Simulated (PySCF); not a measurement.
# Distorted geometries of [Nd(P5)2]+

[Nd(P5)2]+ (singlet in the valence; each metal's 4f electrons, 3 of them, lie in its core potential, out of spins and levels). PySCF 2.14.0, RKS r2SCAN, Nd lcecp-1-SVP with ECP49, P def2-SVP; non-relativistic Hamiltonian with scalar-relativistic core potentials where named; density fitting; no spin-orbit coupling. Relaxed geometry:

```xyz
11

Nd   -0.7321    0.0000    0.0000
P     0.1748    1.8194    2.3588
P    -1.4802    0.5695    2.9138
P    -0.8546   -1.4681    2.7038
P     1.1667   -1.4816    2.0031
P     1.8070    0.5584    1.7981
P     0.1748   -1.8194   -2.3588
P    -1.4802   -0.5695   -2.9138
P    -0.8546    1.4681   -2.7038
P     1.1667    1.4816   -2.0031
P     1.8070   -0.5584   -1.7981
```

Task: Order these distorted geometries by energy above the relaxed one, lowest first.
A.
```xyz
11

Nd   -0.7812    0.0324    0.0406
P     0.2143    1.7659    2.4597
P    -1.4462    0.6046    2.9526
P    -0.8951   -1.4790    2.7991
P     1.1387   -1.4920    1.9161
P     1.8549    0.5802    1.8149
P     0.1967   -1.7928   -2.4177
P    -1.4259   -0.5999   -2.9314
P    -0.8808    1.4660   -2.7788
P     1.2093    1.4703   -2.0299
P     1.7108   -0.5557   -1.8253
```
B.
```xyz
11

Nd   -0.8104   -0.0993    0.1626
P     0.1541    1.5141    2.5742
P    -1.4240    0.6419    2.6603
P    -0.7624   -1.4733    2.3912
P     1.1386   -1.4520    1.9135
P     1.4701    0.4430    1.8584
P     0.2725   -1.5750   -2.2653
P    -1.0014   -0.5595   -2.8809
P    -0.7612    1.4524   -2.7567
P     0.8145    1.6758   -1.9787
P     1.8048   -0.5680   -1.6786
```
C.
```xyz
11

Nd   -0.5119    0.1770   -0.2847
P     0.2315    1.7993    2.2777
P    -1.5396    0.5755    2.9341
P    -0.9795   -1.5523    2.5449
P     1.3382   -1.8052    1.8257
P     1.8811    0.6054    1.9725
P     0.3628   -1.4775   -1.9836
P    -1.6989   -0.5356   -2.7051
P    -1.0608    1.6306   -2.6256
P     1.3134    1.3673   -2.1610
P     1.5593   -0.7845   -1.7950
```

Result: A (0.35 eV), B (9.18 eV), C (17.62 eV).

Task: Which forces (eV/Å) act in the one that lies 9.18 eV up?

Result: 
```
Nd    0.04   0.48  -4.09
P     2.57  10.29   2.24
P    -9.35  -4.95   2.43
P    -4.33  -2.07   2.37
P     1.92  -5.00  -0.50
P     9.63   1.23  -3.07
P     6.89 -10.11   3.28
P   -13.02   4.00  -5.78
P    -9.21   1.18  -4.50
P    11.33   1.44   5.39
P     3.52   3.50   2.24
```
Forces carry noise of the integration grid, about 0.01 to 0.03 eV/Å.

No frequency check is given that shows the relaxed geometry to be a minimum. An lcecp potential fixes the number of 4f electrons, so in runs with it no electron can move into or out of that shell.
